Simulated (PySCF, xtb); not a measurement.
C2H9NOSi2, SMILES [SiH3]/N=C\CO[SiH3].

xtb with GFN2-xTB at its own geometry gives an orbital gap of 2.88 eV and a dipole moment of 1.09 D.

Geometry: r2SCAN-D4/def2-SVP. The structure was generated by enumeration; whether it is a known compound was not checked. One conformer was computed; it need not be the lowest.

**Question.** What does PBE0/def2-TZVP run with PySCF give? (An estimate is asked for; the answer gives what the named calculation found.)

**Answer.** gap 5.89 eV (levels -7.01 and -1.12 eV), dipole 1.25 D.
